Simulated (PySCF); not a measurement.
Multinuclear NMR of C$_{6}$H$_{11}$NOSi

Mapped SMILES: `[CH3:1][C@@H:2]([OH:3])[C@H:4]1[SiH2:5][CH2:6][C@H:7]1[C:8]#[N:9]`. Hydrogens are named by the atom that carries them. Ha(Si5), Ha(C6) are cis to C2 on the ring; Hb(Si5), Hb(C6) are trans to C2 on the ring.

PySCF 2.14 calculation with coordinates at the GFN2-xTB level and σ from GIAO-PBE0/pcSseg-1; one averaged value for each set of equivalent atoms, no solvent model, non-relativistic Hamiltonian, one computed conformer.

Q: Predict the $^{29}$Si NMR data.

A: 
| atoms | environment | σ (ppm) | δ (ppm) |
| --- | --- | --- | --- |
| Si5 | silicon bonded to 2 C, 2 H, in a 4-membered ring | 383.5 | -35.2 |

Shieldings were converted by a linear fit to measured shifts: $^{29}$Si: δ = 279.94 − 0.822σ (rms 8.9 ppm, 72 shifts, 25.8 ppm with the 6 outliers that the fit left out vs TMS, solution or neat liquid). Occasional misses reach two or three times the rms, and more in compound classes unlike the fitted ones.

On a 400 MHz spectrometer $^{29}$Si resonates near 79.5 MHz, so 1 ppm is 79.5 Hz.

Q: What are the $^{15}$N shifts?

A: 
```csv
atoms,environment,σ (ppm),δ (ppm)
N9,nitrile nitrogen,-35.9,-115.0
```

Shieldings were converted by a linear fit to measured shifts: $^{15}$N: δ = -148.07 − 0.921σ (rms 6.3 ppm, 71 shifts vs CH3NO2, solution or neat liquid). Occasional misses reach two or three times the rms, and more in compound classes unlike the fitted ones.

On a 400 MHz spectrometer $^{15}$N resonates near 40.5 MHz, so 1 ppm is 40.5 Hz.

Q: Predict the $^{17}$O NMR data.

A: 
| atoms | environment | σ (ppm) | δ (ppm) |
| --- | --- | --- | --- |
| O3 | alcohol oxygen | 266.5 | 23.9 |

Shieldings were converted by a linear fit to measured shifts: $^{17}$O (scatter 10.7 ppm rms, 12.2 ppm with the 3 outliers that the fit left out vs liquid water, solution or neat liquid). A few per cent of atoms miss by over 2 rms, more outside the fitted compound classes.

On a 400 MHz spectrometer $^{17}$O resonates near 54.2 MHz, so 1 ppm is 54.2 Hz.
